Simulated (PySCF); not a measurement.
C₂BrCl₂F. Atoms are numbered in the order given.

```xyz
6

F     -1.9202    -0.7379     0.0000
C     -0.6301    -0.9855     0.0000
Cl    -0.2446    -2.6441     0.0000
C      0.2788     0.0033     0.0000
Cl     1.9596    -0.3006     0.0000
Br    -0.2790     1.7884     0.0000
```

Coordinates come from a PBE0-D3(BJ)/def2-SVP optimisation. The structure was generated by enumeration; whether it is a known compound was not checked.

Method: HF/def2-TZVP (PySCF).

Symmetry labels are those of the subgroup Cs that the program uses (full group Cs).

Computed valence orbital energies around the gap with their symmetry:
| orbital | symmetry | energy (eV) |
|---|---|---|
| HOMO−7 | A' | -15.86 |
| HOMO−6 | A" | -15.67 |
| HOMO−5 | A" | -14.05 |
| HOMO−4 | A' | -13.75 |
| HOMO−3 | A' | -13.17 |
| HOMO−2 | A" | -12.55 |
| HOMO−1 | A' | -11.86 |
| HOMO | A" | -9.89 |
| LUMO | A" | 3.17 |
| LUMO+1 | A' | 3.19 |
| LUMO+2 | A' | 4.42 |
| LUMO+3 | A' | 4.94 |
